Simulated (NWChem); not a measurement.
Molecule: C3H3Cl; SMILES C=C=CCl

```xyz
7

C      0.3673     2.3110     0.0000
C     -0.1628     1.1163     0.0000
C     -0.7113    -0.0708     0.0000
Cl     0.2053    -1.5444     0.0000
H      0.5983     2.8311    -0.9366
H      0.5983     2.8311     0.9366
H     -1.7946    -0.2203     0.0000
```
Atoms are numbered in this order, from 1.

Program: NWChem. Coordinates come from a PBE0/def2-SVP optimisation. Level: PBE0/def2-SVP with SMD (1 M gas to 1 M solution), gas-phase geometry.

For solvent n-hexane:

| Property | Value |
|---|---|
| solvation free energy (kcal/mol) | -3.0 |
| cavity-dispersion-structure term (kcal/mol) | -1.6 |
| dipole in solution (D) | 1.83 |

What are these values for solvent water?


* **solvation free energy (kcal/mol)**: 0.3
* **cavity-dispersion-structure term (kcal/mol)**: 3.4
* **dipole in solution (D)**: 2.17
